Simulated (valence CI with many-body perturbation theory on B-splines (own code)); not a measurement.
## Forbidden lines of Xe48+

Method: relativistic CI+MBPT: four valence electrons over a frozen Dirac-Fock core [He], radial functions for each j: 11 s, 11 p, 9 d, 7 f, 5 g, 2 h, 1 i, with the one-electron correlation potential Σ1, the two-electron term Σ2, the three-electron term Σ3, Breit, model QED; selected CI, second order for the rest (own B-spline code, finite nucleus).

No measured spectrum was set against this ion. As an estimate, large intervals hold to a few tenths of a per cent, small ones and those within an open d or f shell to about a per cent. Among the levels kept, up to 270 cm⁻¹ of a level comes from second order outside the variational space, and about a tenth of that is noise between levels of different J, which matters for small intervals.

Lines 1 to 41 of 41 in falling wavelength, among levels below 430.15 Ry, chosen from the decays that carry over 1 % of a level's rate. Wavelengths and rates use the calculated energies. Electric multipoles are in the length gauge, E1 and E2 with the static RPA response of the core. Weak lines are less certain than strong ones. Lines between different terms over intervals too small for the method are left out, as are lines whose strength nearly cancels.

Levels are named by their leading jj configuration (3d3/2^4 stands for four electrons in 3d with j = 3/2), which in mixed levels can hold well under half, so a name can repeat and another be missing. Letters in brackets count levels of one name in rising energy.

```
λ vac (nm)                           Upper                       Lower  Type   A (s⁻¹)  Branch %
     79.17          (2s^2 2p1/2 2p3/2) J=2      (2s^2 2p1/2 2p3/2) J=1    M1  1.03e+04       3.0
     3.728          (2s^2 2p1/2 2p3/2) J=1          (2s^2 2p1/2^2) J=0    M1  2.41e+08     100.0
     3.593              (2s^2 2p3/2^2) J=2      (2s^2 2p1/2 2p3/2) J=2    M1  2.00e+08      26.2
     3.560          (2s^2 2p1/2 2p3/2) J=2          (2s^2 2p1/2^2) J=0    E2  3.29e+05      97.0
     3.437              (2s^2 2p3/2^2) J=2      (2s^2 2p1/2 2p3/2) J=1    M1  2.04e+08      26.7
     3.090              (2s^2 2p3/2^2) J=0      (2s^2 2p1/2 2p3/2) J=1    M1  5.23e+08      52.0
    0.2818          (2s^2 2p3/2 3d5/2) J=4            (2s 2p3/2^3) J=2    E2  6.60e+08       2.5
    0.2634          (2s^2 2p3/2 3d5/2) J=4  (2s 2p1/2 2p3/2^2) J=2 [b]    E2  4.84e+08       1.8
    0.2620          (2s^2 2p3/2 3p1/2) J=2          (2s^2 2p3/2^2) J=0    E2  7.16e+10       1.8
    0.2612          (2s^2 2p1/2 3p1/2) J=1      (2s^2 2p1/2 2p3/2) J=2    E2  2.09e+11      30.4
    0.2611          (2s 2p1/2^2 3p1/2) J=0      (2s 2p1/2^2 2p3/2) J=2    E2  4.00e+11      13.5
    0.2603          (2s^2 2p1/2 3p1/2) J=1      (2s^2 2p1/2 2p3/2) J=1    E2  2.05e+11      29.8
    0.2599          (2s^2 2p3/2 3d5/2) J=4      (2s 2p1/2 2p3/2^2) J=3    E2  1.90e+09       7.2
    0.2599          (2s^2 2p3/2 3p1/2) J=1          (2s^2 2p3/2^2) J=2    E2  2.17e+11       9.2
    0.2598          (2s^2 2p3/2 3p1/2) J=2          (2s^2 2p3/2^2) J=2    E2  2.82e+11       6.9
    0.2597      (2s 2p1/2 2p3/2 3p3/2) J=4  (2s 2p1/2 2p3/2^2) J=2 [b]    E2  1.05e+10       2.4
    0.2595          (2s^2 2p1/2 3p1/2) J=0      (2s^2 2p1/2 2p3/2) J=2    E2  3.94e+11      18.7
    0.2563      (2s 2p1/2 2p3/2 3p3/2) J=4      (2s 2p1/2 2p3/2^2) J=3    E2  1.13e+11      25.8
    0.2562  (2s 2p1/2 2p3/2 3p3/2) J=0 [b]  (2s 2p1/2 2p3/2^2) J=2 [b]    E2  2.01e+11       6.1
    0.2558  (2s 2p1/2 2p3/2 3p3/2) J=1 [d]  (2s 2p1/2 2p3/2^2) J=2 [b]    E2  1.18e+11       1.6
    0.2553  (2s 2p1/2 2p3/2 3p3/2) J=1 [d]  (2s 2p1/2 2p3/2^2) J=1 [a]    E2  9.88e+10       1.3
    0.2551          (2s 2p1/2^2 3p3/2) J=2      (2s 2p1/2^2 2p3/2) J=2    E2  1.39e+11       1.7
    0.2550          (2s^2 2p3/2 3p3/2) J=1          (2s^2 2p3/2^2) J=2    E2  1.40e+11       2.9
    0.2550          (2s^2 2p1/2 3p3/2) J=2      (2s^2 2p1/2 2p3/2) J=2    E2  1.40e+11      13.2
    0.2545      (2s 2p1/2 2p3/2 3p3/2) J=4  (2s 2p1/2 2p3/2^2) J=2 [a]    E2  7.12e+09       1.6
    0.2542          (2s^2 2p1/2 3p3/2) J=2      (2s^2 2p1/2 2p3/2) J=1    E2  6.26e+10       5.9
    0.2521      (2s 2p1/2 2p3/2 3d5/2) J=5      (2s 2p1/2 2p3/2^2) J=3    M2  5.88e+09      33.8
    0.2521      (2s 2p1/2 2p3/2 3d5/2) J=5      (2s 2p1/2 2p3/2^2) J=3    E3  2.71e+08       1.6
    0.2511  (2s 2p1/2 2p3/2 3p3/2) J=0 [b]  (2s 2p1/2 2p3/2^2) J=2 [a]    E2  6.26e+10       1.9
    0.2507          (2s^2 2p3/2 3d5/2) J=4          (2s^2 2p3/2^2) J=2    M2  5.58e+09      21.2
    0.2507          (2s^2 2p3/2 3d5/2) J=4          (2s^2 2p3/2^2) J=2    E3  3.84e+08       1.5
    0.2421          (2s^2 2p3/2 3d5/2) J=4      (2s 2p1/2^2 2p3/2) J=2    E2  2.96e+09      11.2
    0.2390      (2s 2p1/2 2p3/2 3p3/2) J=4      (2s 2p1/2^2 2p3/2) J=2    E2  2.20e+11      50.2
    0.2384  (2s 2p1/2 2p3/2 3p3/2) J=1 [d]      (2s 2p1/2^2 2p3/2) J=1    E2  1.29e+11       1.8
    0.2381          (2s^2 2p3/2 3p3/2) J=1      (2s^2 2p1/2 2p3/2) J=2    E2  1.70e+11       3.5
    0.2380          (2s^2 2p1/2 3p3/2) J=2          (2s^2 2p1/2^2) J=0    E2  1.89e+11      17.9
    0.2353      (2s 2p1/2 2p3/2 3d5/2) J=5      (2s 2p1/2^2 2p3/2) J=2    E3  6.95e+08       4.0
    0.2343          (2s^2 2p3/2 3d5/2) J=4      (2s^2 2p1/2 2p3/2) J=2    M2  2.19e+09       8.3
    0.2343          (2s^2 2p3/2 3d5/2) J=4      (2s^2 2p1/2 2p3/2) J=2    E3  2.88e+08       1.1
    0.2336          (2s^2 2p3/2 3d5/2) J=4      (2s^2 2p1/2 2p3/2) J=1    E3  4.69e+08       1.8
    0.2289      (2s 2p1/2 2p3/2 3d3/2) J=4      (2s^2 2p1/2 2p3/2) J=2    E2  4.42e+11      56.0
```
